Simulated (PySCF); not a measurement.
Cartesian coordinates in Å; atom numbers follow the order of the lines, from 1:
```xyz
17

C    -3.682    0.301   -0.494
C    -2.614   -0.500   -0.415
C    -1.272   -0.020   -0.073
C    -0.185   -0.875    0.005
C     1.029   -0.272    0.347
S     2.475   -1.238    0.484
C     3.690    0.014    0.929
N     1.107    1.040    0.573
N     0.033    1.793    0.476
N    -1.123    1.303    0.167
H    -3.581    1.371   -0.300
H    -4.666   -0.096   -0.752
H    -2.703   -1.573   -0.606
H    -0.272   -1.948   -0.187
H     3.747    0.790    0.155
H     4.647   -0.519    1.007
H     3.434    0.480    1.889
```

No relativistic terms, equivalent nuclei averaged, a single conformation, isolated molecule. Structure optimised with PBE0-D3(BJ)/def2-SVP; shieldings: GIAO B3LYP/pcSseg-1; PySCF.

References, each an isolated molecule treated in the same way: $^{13}$C (σ = 179.24 ppm) and $^{1}$H (σ = 31.38 ppm) against TMS; $^{33}$S (σ = 485.41 ppm) vs CS2; NH3 for $^{15}$N (σ = 263.54 ppm).

```
      atoms   nucleus  count  δ (ppm)
         C2  $^{13}$C      1    140.4
        H13   $^{1}$H      1     6.37
         N9  $^{15}$N      1        ?
         C3  $^{13}$C      1    152.7
         N8  $^{15}$N      1        ?
         S6  $^{33}$S      1       46
H15/H16/H17   $^{1}$H      3     2.65
        N10  $^{15}$N      1        ?
         C5  $^{13}$C      1    172.3
        H12   $^{1}$H      1     6.09
        H11   $^{1}$H      1        ?
         C7  $^{13}$C      1     18.4
        H14   $^{1}$H      1        ?
         C4  $^{13}$C      1    116.2
         C1  $^{13}$C      1    136.3
```

Fill in the missing shifts.

Answers


- H11: 7.92 ppm, hydrogen on a terminal =CH2 carbon; olefinic region
- H14: 6.44 ppm, hydrogen on an aromatic CH; ring-current deshielding
- N9: 541.1 ppm, pyridine-type ring nitrogen
- N8: 419.3 ppm, pyridine-type ring nitrogen
- N10: 419.0 ppm, pyridine-type ring nitrogen

Shifts are as computed. Against solution values, carbons near 30 ppm lie about +2 ppm off and those near 130 ppm about +6 ppm. Of 1313 compounds with measured shifts, 239 miss one by over three times the rms of a fit or turn the order of signals round; such compounds aren't used in these exercises. Experimental scales use liquid or dissolved standards, which lie at an offset from isolated NH3 (liquid NH3: subtract about 20 ppm). Unscaled 15N shifts of sp2 nitrogen come out 20 to 40 ppm too high even then.
